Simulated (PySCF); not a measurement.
`CC(C)=C(Cl)C(=O)F`: 4 charge schemes on one density

Species: C5H6ClFO.
Z-matrix (Å and degrees, GFN2-xTB geometry), rows numbered from 1:
```
C 
C   1  1.4878
C   2  1.4913  1  116.02
C   2  1.3516  1  122.34  3  -179.68
Cl  4  1.7404  2  121.82  1     0.54
C   4  1.4550  2  122.82  1  -179.63
O   6  1.1889  4  128.81  2     0.91
F   6  1.3599  4  112.56  2  -179.24
H   1  1.0902  2  109.23  3    68.19
H   1  1.0888  2  109.72  3   -49.32
H   1  1.0851  2  112.05  3  -171.14
H   3  1.0893  2  110.42  1   115.82
H   3  1.0883  2  110.96  1  -126.78
H   3  1.0862  2  110.50  1    -5.03
```

Density: PBE0/pcSseg-1 (PySCF); schemes: Mulliken, IAO, Hirshfeld and ESP-fitted. Isolated species at its GFN2-xTB geometry (one conformer only).

Question: Do the Mulliken, IAO, Hirshfeld and ESP-fitted schemes agree on where the charge is lowest?

Answer: The schemes don't all agree: Mulliken O7 (-0.363); IAO C1 (-0.430); Hirshfeld O7 (-0.211); ESP-fitted C3 (-0.587).

Question: For which atoms does the sign change between the 4 schemes (beyond +0.03 e in one, beyond −0.03 e in another)?

Answer: C2.

Question: What partial charge does each atom carry?

Answer: In e:

```tsv
atom	environment	Mulliken	IAO	Hirshfeld	ESP-fitted
C1	allylic carbon	-0.136	-0.430	-0.114	-0.543
C2	fully substituted alkene carbon	-0.310	+0.098	+0.055	+0.510
C3	allylic carbon	-0.131	-0.428	-0.114	-0.587
C4	vinylic C–Cl carbon	-0.280	-0.133	-0.023	-0.495
Cl5	vinyl chlorine	-0.062	-0.018	-0.022	-0.011
C6	acyl halide carbon	+0.679	+0.592	+0.217	+0.864
O7	carbonyl oxygen	-0.363	-0.401	-0.211	-0.505
F8	acyl fluorine	-0.268	-0.281	-0.097	-0.268
H9	methyl hydrogen	+0.150	+0.168	+0.060	+0.172
H10	methyl hydrogen	+0.142	+0.163	+0.058	+0.172
H11	methyl hydrogen	+0.145	+0.164	+0.035	+0.153
H12	methyl hydrogen	+0.155	+0.178	+0.055	+0.190
H13	methyl hydrogen	+0.157	+0.179	+0.051	+0.192
H14	methyl hydrogen	+0.119	+0.148	+0.051	+0.156
```

Mean size of the charges over all atoms: ESP-fitted 0.344 e, IAO 0.242 e, Mulliken 0.221 e, Hirshfeld 0.083 e. Each set sums to the total charge, 0, to within 0.001 e. The IAO scheme projects the occupied orbitals on a minimal set of polarised atomic orbitals and counts the electrons in each atom's part of it.

Question: How closely do the schemes follow one another over all atoms?

Answer: Correlation coefficient and root-mean-square difference: IAO with Hirshfeld 0.97, 0.190 e; IAO with ESP-fitted 0.94, 0.174 e; Hirshfeld with ESP-fitted 0.91, 0.323 e; Mulliken with IAO 0.83, 0.164 e; Mulliken with Hirshfeld 0.82, 0.193 e; Mulliken with ESP-fitted 0.72, 0.287 e.

Question: Sum the charges by element, for elements with more than one atom.

Answer: 
```
element  atoms  Mulliken     IAO  Hirshfeld  ESP-fitted
      C      5    -0.177  -0.300     +0.020      -0.251
      H      6    +0.870  +1.000     +0.310      +1.035
```

Question: How many electrons does the Hirshfeld scheme count on F8?

Answer: Z − q = 9 − (-0.097) = 9.097.

The run behind these numbers computed NMR shieldings as well. Rough CPU time on one thread of a shared machine: about 50 s.
